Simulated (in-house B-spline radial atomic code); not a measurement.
**Ionising Kr7+ with different functionals**

Computed with a radial B-spline atomic code at the basis-set limit: four-component Dirac-Coulomb Hamiltonian, Fermi nucleus of rms radius 4.1884 fm, spin-restricted, spherical fractional occupations for the functionals, and exact exchange of hybrids averaged over the configuration. The ionisation energy is the difference of two self-consistent energies, [Ar] 3d10 4s1 → [Ar] 3d10, without Breit or QED terms; ε is the level of the shell that loses the electron (mean over j).

```
   method                    rung  ΔSCF (eV)  -ε(4s) (eV)
    B97-1           global hybrid     126.31       119.87
     PBE0           global hybrid     126.41       120.26
CAM-B3LYP  range-separated hybrid     127.11       122.35
  LC-wPBE  range-separated hybrid     126.62       123.36
```

(1) Among the functionals, which spreads more, the ΔSCF values or the orbital energies?

(2) How do they compare with the NIST value?

## Answers

(1) The orbital energies: ΔSCF values span about 0.80 eV and the orbital energies 3.49 eV; here energy differences depend much less on the functional than eigenvalues do.

(2) NIST lists 125.802 eV ± 0.003 (measured, ground level to ground level). Errors run from +0.51 to +1.30 eV; B97-1 is closest (+0.51 eV), but part of that can be cancellation, since the calculations leave out Breit-QED terms, spin polarisation.
